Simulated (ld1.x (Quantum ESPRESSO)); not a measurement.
# Mn (Z = 25): one change to a TM potential, before and after

manganese, norm-conserving Troullier–Martins (Kleinman–Bylander form), made with ld1.x (Quantum ESPRESSO) 7.5 (revPBE, scalar-relativistic). Core [Ar], reference 3d5 4s1 4p1. Waves: 4s (bound): rc 1.75 bohr; 4p (bound): rc 2.40 bohr; 3d (bound): rc 1.10 bohr. Local part: all-electron potential smoothed inside 1.35 bohr (lloc = -1). Core correction: a·sin(br)/r model core, default radius (core density twice the valence density).

Change: all radii but the core radius scaled by about 0.95 (s 1.66, p 2.28, d 1.04 bohr); local potential all-electron potential smoothed inside 1.28 bohr (lloc = -1).

Cutoffs: the cutoffs (Ry, on a coarse ladder) from which the occupation-weighted sum of valence levels, in a spherical-Bessel basis at the reference potential, stays within 10 and 1 mRy of its value at 400 Ry; they do not see the model core or the augmentation charge, which bear on the density cutoff. Errors are all-electron minus pseudo energies relative to the spin-unpolarised reference configuration.

Q: Predict the effect on cutoff, ghosts and configuration errors.

A: The potential gets harder (160 Ry and 180 Ry → 180 Ry and 200 Ry); both files keep a bound ghost (s); of the 7 tests that both files solve, the error grows in 1 and shrinks in 1 by more than 15 % and 0.3 meV (median size 4.0 → 10.4 meV). A smaller radius makes the pseudo-wave follow the all-electron one further in, where it bends more sharply, so more plane waves are needed.

```csv
quantity,base,changed
"cutoff, loose",160 Ry,180 Ry
"cutoff, tight",180 Ry,200 Ry
loose cutoff by channel (10 mRy a level),"s 18 Ry, p 6 Ry, d 140 Ry","s 25 Ry, p 6 Ry, d 160 Ry"
bound ghosts,s,s
"error for 3d5 4s2 4p0, meV [ΔE -3.83 eV]",-0.4,+0.4
"error for 3d5 4s1 4p0, meV [ΔE 4.50 eV]",-3.8,-3.9
"error for 3d5 4s0 4p0, meV [ΔE 19.94 eV]",-25,-21
"error for 3d5 4s0 4p1, meV [ΔE 9.20 eV]",+4.0,+10
"error for 3d6 4s1 4p0, meV [ΔE -4.20 eV]",-122,-117
"error for 3d5 4s1.5 4p0, meV [ΔE -0.51 eV]",-0.7,-0.6
"error for 3d6 4s0 4p0, meV [ΔE 2.85 eV]",-202,-187
```

 A true bound ghost makes a file unfit for plane-wave use even where its test errors are small: the radial tests pick states by their node count and pass the ghost by.
